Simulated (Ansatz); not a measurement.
# Correcting a cheap level on molecular compounds of Mg

The vertical ionisation energy (cation less neutral) in eV of 7 molecular compounds of Mg: x at B3LYP-D4/def2-TZVPP, y at CCSD(T)/def2-TZVPP. Shapes, held fixed at every level: PBE0-D4/def2-TZVP. Programs: Ansatz 0.2.0.

| molecule | x (eV) | y (eV) |
| --- | --- | --- |
| Mg(NH2)2 | 8.24 | 8.71 |
| Mg(NH2)Cl | 9.23 | 9.15 |
| CH4MgO2 (SMILES C[O][Mg][OH]) | 9.42 | ? |
| Mg(OH)Cl | 10.65 | 11.21 |
| MgHCl (SMILES [MgH][Cl]) | 10.69 | 10.85 |
| Mg(OH)F | 11.25 | 11.23 |
| MgClF (SMILES [F][Mg][Cl]) | 11.75 | 11.74 |

**Question.** Fit y = c + s·x to the known rows and predict y for CH4MgO2.

**Answer.** 
1. Means of the 6 rows: x = 10.3017, y = 10.482.
2. Σ(Δx)² = 8.6681, Σ(Δx·Δy) = 8.0086, so the slope is 8.0086/8.6681 = 0.92392.
3. Intercept: 10.482 − (0.92392) × 10.3017 = 0.964. The largest residual of the fit is 0.41.
4. CH4MgO2: 0.964 + 0.92392 × 9.42 = 9.67 eV.

CCSD(T)/def2-TZVPP gives 9.74 eV, so the prediction is off by -0.07 eV, within the largest residual. Uncorrected, B3LYP-D4/def2-TZVPP misses it by -0.32 eV, and the other rows by 0.22 on average. The line removes about 80 % of this miss. Left out in turn, the other rows are missed by 0.28 eV on average, worse than no correction. Cations run unrestricted. Outer-core shells of Mg are correlated, in sets that cover them unevenly.
